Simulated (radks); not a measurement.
F V, configuration [He] 2s2 2p1 (the NIST ground configuration). Calculated with a radial shooting solver on a logarithmic mesh with Libxc functionals: non-relativistic Kohn-Sham, revPBE, spin-polarised, spherical densities, point nucleus; open shells are filled with parallel spins first.

Normalised radial functions P(r) = r R(r), r in bohr:

r	2p down
0.01116	0.0035
0.01501	0.0061
0.02018	0.0108
0.02713	0.0190
0.03677	0.0334
0.04943	0.0572
0.06646	0.0960
0.08936	0.1576
0.1201	0.2507
0.1615	0.3835
0.2189	0.5626
0.2943	0.7649
0.3957	0.9577
0.532	1.0838
0.7153	1.0693
0.9694	0.8689
1.303	0.5568
1.752	0.2629
2.356	0.0819

2p down (empty): eigenvalue -97.064 eV, 0 radial nodes, <r> = 0.781 bohr, 90 % of the charge inside 1.28 bohr.
